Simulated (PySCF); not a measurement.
## Correlation energy of C(2+) (carbon, charge +2)

[He] 2s2, closed-shell 1S. All numbers are calculated (PySCF 2.14, the spin-free X2C one-electron Hamiltonian (Gaussian nucleus), in x2c-TZVPall). Frozen: 1s2; 2 electrons correlated.

Total MP2 correlation energy: -42.50 mhartree.

Same-spin part 0.00 and opposite-spin part -42.50 mhartree; SCS-MP2 scales them by 1/3 and 6/5 to -51.00 mhartree.

With two correlated electrons CCSD is exact within the correlated space (frozen core and kept virtual orbitals).

| level | correlation energy (mhartree) |
| --- | --- |
| CCSD | -72.62 |

Diagnostics: T1 = 0.0085, D1 = 0.0120, largest double amplitude 0.156.

Question: Is a single reference adequate?

Answer: Not fully. A double-excitation amplitude exceeds 0.15, a sign of near-degeneracy.
